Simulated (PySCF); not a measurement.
Compound: C₇H₁₀.
SMILES: `C=C/C=C/C(=C)C`

Torsions of this conformer, `[CH2:1]=[CH:2]/[CH:3]=[CH:4]/[C:5](=[CH2:6])[CH3:7]`: C1–C2–C3–C4 180°, C3–C4–C5–C6 180°.

The closed-shell ground state was solved at several levels (PySCF, density fitting, gas phase, non-relativistic). The structure is a single PBE0-D3(BJ)/def2-SVP conformer in the gas phase; no vibrational or solvent corrections.

```csv
level,basis functions,total energy (Eh),HOMO (eV),LUMO (eV),gap (eV),dipole (D)
PBE0/pcSseg-1,169,-272.3383,-6.20,-1.36,4.84,0.33
CAM-B3LYP/def2-SVPD,220,-272.3589,-7.36,-0.33,7.03,0.30
CAM-B3LYP/pcSseg-1,169,-272.5155,-7.33,-0.27,7.06,0.30
```

(1) Estimate the row for B3LYP/pcJ-1, a basis of 289 functions; the other rows only guide the guess.

(2) Over all these levels, which gives the widest orbital gap and which the narrowest?

(3) How far do the dipole and the HOMO energy spread over the levels?

## Answers

(1) Total energy -272.7379 Eh, HOMO -5.98 eV, LUMO -1.51 eV, gap 4.47 eV, dipole 0.30 D.

(2) CAM-B3LYP/pcSseg-1 (range-separated hybrid) has the widest, 7.06 eV, and B3LYP/pcJ-1 (global hybrid, 20 % exact exchange) the narrowest, 4.47 eV. Functional and basis both differ between the two, so the spread mixes both effects.

(3) The dipole runs from 0.30 to 0.33 D (mean 0.31 D) and the HOMO from -7.36 to -5.98 eV.
